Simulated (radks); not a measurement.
The numbers below are computed, except where a source is named.
Q: Species: Au. Configuration: [Xe] 4f14 5d10 6s1. Code: a radial shooting solver on a logarithmic mesh with Libxc functionals. Model: Dirac Kohn-Sham, revPBE, spin-unpolarised, spherical densities, point nucleus.

Spin-orbit splittings of the eigenvalues, e(l+1/2) - e(l-1/2), with zeta = 2 splitting/(2l+1) and mean radii in bohr:

| shell | occ. | splitting (eV) | zeta (eV) | <r> j=l-1/2 | <r> j=l+1/2 |
|---|---|---|---|---|---|
| 2p | 6 | 1836 | 1224 | 0.05798 | 0.06653 |
| 3p | 6 | 405.1 | 270.1 | 0.1736 | 0.1893 |
| 3d | 10 | 87.05 | 34.82 | 0.1648 | 0.1696 |
| 4p | 6 | 97.13 | 64.75 | 0.4094 | 0.4434 |
| 4d | 10 | 18.09 | 7.235 | 0.4519 | 0.4631 |
| 4f | 14 | 3.811 | 1.089 | 0.4952 | 0.5023 |
| 5p | 6 | 16.45 | 10.96 | 1.004 | 1.104 |
| 5d | 10 | ? | ? | 1.569 | 1.655 |

Estimate the 5d splitting.

A: 1.525 eV (zeta = 0.6101 eV).
